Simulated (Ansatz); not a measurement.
`C[S][GeH3]` → `S[CH2][GeH3]`  (isomerisation)

Program: Ansatz. Geometries: PBE0-D4/def2-TZVP. ΔE: electronic, gas phase. CCSD(T)/CBS adds triple-zeta CCSD(T) − MP2 to the extrapolated MP2 energy (def2 sets, frozen cores). DFT in def2-TZVPP. For Ge outer-core shells are correlated without core-valence functions, which leaves a few kJ/mol of doubt a bond. Scalar relativity is left out up to krypton. One conformer a species, not always the lowest.

`C[S][GeH3]`:

Cartesian coordinates in Å:
```
C -1.521 -0.175 -0.255
S -0.543 0.282 1.202
Ge 1.480 0.187 0.313
H -1.389 0.545 -1.064
H -2.566 -0.166 0.054
H -1.269 -1.177 -0.605
H 2.466 0.556 1.427
H 1.585 1.180 -0.860
H 1.757 -1.234 -0.212
```

`S[CH2][GeH3]`:

```xyz
9

S     1.233    1.096    1.274
C     0.892   -0.266    0.134
Ge   -1.001   -0.371   -0.371
H     0.667    2.075    0.549
H     1.161   -1.173    0.677
H     1.533   -0.207   -0.746
H    -1.223   -1.489   -1.408
H    -1.413    0.978   -0.987
H    -1.848   -0.643    0.879
```

(1) Is it downhill or uphill in electronic energy at CCSD(T)/CBS, and by how much? (Best estimate.)

(2) What do these levels give: BLYP-D4, r2SCANh-D4, PBE, MP2/def2-SVP, CCSD/def2-TZVPP, CCSD(T)/def2-TZVPP? (An estimate is asked.)

Largest T1 diagnostic among the species: 0.011.

Answers

(1) The calculation gave: Uphill: ΔE = +13.9 kcal/mol.

(2) Computed: BLYP-D4 15.0, r2SCANh-D4 15.4, PBE 15.1, MP2/def2-SVP 13.7, CCSD/def2-TZVPP 13.7, CCSD(T)/def2-TZVPP 13.7 kcal/mol.

In def2-TZVPP, CCSD(T) changes the Hartree–Fock value by −2.5 kcal/mol (the triples alone add −0.0 kcal/mol) and MP2 by −2.1 kcal/mol. Leaving LDA and LC-ωPBE aside and taking each functional with its dispersion term where it has one, the values, not all of them listed here, spread over 1.1 kcal/mol, from ωB97M-V to B97M-V. LDA lies −1.4 kcal/mol from PBE without D4.
